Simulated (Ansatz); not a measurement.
`[SiH3][GaH][SH]` + CH₄ → `[CH3][GaH][SH]` + SiH₄ at 500 K and 1 bar (formal exchange of groups at a Ga–Si bond).

Calculated with Ansatz (gas phase, PBE0-D4/def2-TZVP geometries, no zero-point term in ΔE). CCSD(T)/CBS is the MP2 limit (def2-TZVPP, def2-QZVPP) plus CCSD(T) − MP2 in def2-TZVPP, frozen cores. This one scheme is used for every species. For Ga outer-core shells are correlated without core-valence functions, which leaves a few kJ/mol of doubt a bond. Scalar relativity is left out up to krypton. One conformer a species, not always the lowest.

```tsv
species	CCSD(T)/CBS energy (Eh)	H − E (kJ/mol)	S (J/(mol·K))
`[SiH3][GaH][SH]`	-2613.82650	150.4	408.0
CH₄	-40.46206	135.6	206.8
`[CH3][GaH][SH]`	-2362.81343	175.4	386.5
SiH₄	-291.46306	102.4	230.9
```

H − E and S are ideal-gas, rigid-rotor, harmonic terms from PBE0-D4/def2-TZVP, for one conformer and one mirror image of each species. 1 Eh = 2625.50 kJ/mol, R = 8.31446 J/(mol·K).

Q: By hand: ΔE, ΔH, ΔS and ΔG.

A: ΔE = (-2362.81343) + (-291.46306) − (-2613.82650) − (-40.46206) = 0.01207 Eh = 31.7 kJ/mol. Δ(H − E) = 175.4 + 102.4 − 150.4 − 135.6 = -8.2, so ΔH = 23.5 kJ/mol. ΔS = 386.5 + 230.9 − 408.0 − 206.8 = 2.6 J/(mol·K). ΔG = 23.5 − 500 × (2.6)/1000 = 22.2 kJ/mol.

Q: By hand: the equilibrium constant, and the temperature at which ΔG would vanish if ΔH and ΔS stayed fixed.

A: log₁₀ K = −ΔG/(RT ln 10) = -2.3. ΔG = 0 at ΔH/ΔS = 9038 K, far beyond where these terms or the molecules hold.

The number of gas molecules stays the same, so ΔS is small and ΔH decides. A doubt of 5 kJ/mol in ΔE shifts log₁₀ K by 0.5 here. Other conformers and mirror images would add mixing entropy, several J/(mol·K) or more a flexible species. Modes under 60 cm⁻¹, often nearly free rotors, make the harmonic entropy too high. These are equilibria of isolated gas molecules and say nothing of rates. Largest T1 diagnostic: 0.014 (customary marks: 0.02 for closed shells, 0.045 for open ones).
